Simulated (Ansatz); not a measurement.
Ag₈Te₄⁺. Total charge 1; doublet. Geometry PBE-D4/def2-SVP.

```
atom    x (Å)    y (Å)    z (Å)
 Ag1   2.6715  -3.1618  -1.5094
 Ag2   1.3840   1.8244   0.2965
 Ag3  -1.2900  -1.6162  -0.0908
 Ag4  -1.2139   2.1707   1.4054
 Ag5  -2.4968   0.9326  -0.8231
 Ag6   1.5651  -1.1053   0.0113
 Ag7  -0.1171  -0.3262   2.3496
 Ag8   0.1389   0.4957  -2.0355
 Te9  -0.6347   3.0075  -1.2291
Te10  -2.7923  -0.2016   1.7224
Te11   2.5164   0.2161   2.1740
Te12   0.2688  -2.2360  -2.2713
```

In the def2 sets Ag, Te take a core potential; there is no spin–orbit coupling. Single mean-field runs in def2-TZVP are fitted with def2-universal-jkfit. At PBE-D4/def2-SVP, PBE-D4/def2-TZVP, r2SCAN-D4/def2-TZVP the gap within one spin of the charge 1 doublet nearly closes, so an electron or hole may be smeared out by delocalisation error. Another isomer (doublet) lies 0.09 eV lower at PBE0-D4/def2-TZVP; other spin states weren't run for this one.

**Question.** Estimate the α-spin orbital energies around the gap (eV) in Ansatz with PBE-D4/def2-SVP, PBE-D4/def2-TZVP, r2SCAN-D4/def2-TZVP, PBE0-D4/def2-SVP, BHLYP-D4/def2-TZVP.

**Answer.** 
```csv
orbital,PBE-D4/def2-SVP,PBE-D4/def2-TZVP,r2SCAN-D4/def2-TZVP,PBE0-D4/def2-SVP,BHLYP-D4/def2-TZVP
HOMO−9,-9.98,-9.93,-10.13,-11.10,-11.89
HOMO−8,-9.78,-9.74,-9.90,-10.73,-11.41
HOMO−7,-9.55,-9.52,-9.72,-10.64,-11.39
HOMO−6,-9.55,-9.51,-9.66,-10.57,-11.35
HOMO−5,-9.45,-9.41,-9.58,-10.36,-11.02
HOMO−4,-9.35,-9.32,-9.50,-10.24,-10.99
HOMO−3,-9.15,-9.11,-9.23,-10.19,-10.88
HOMO−2,-8.92,-8.88,-9.13,-9.79,-10.31
HOMO−1,-8.88,-8.84,-8.98,-9.49,-10.03
HOMO,-8.77,-8.73,-8.86,-9.28,-9.79
LUMO,-7.06,-7.04,-6.85,-6.24,-5.46
LUMO+1,-6.19,-6.19,-6.04,-5.51,-4.71
LUMO+2,-6.00,-6.00,-5.86,-5.34,-4.49
LUMO+3,-5.50,-5.51,-5.33,-4.74,-3.95
LUMO+4,-5.38,-5.42,-5.25,-4.63,-3.86
LUMO+5,-5.35,-5.39,-5.18,-4.61,-3.83
β HOMO,-8.62,-8.58,-8.66,-9.21,-9.76
β LUMO,-8.60,-8.55,-8.59,-8.29,-7.52
```
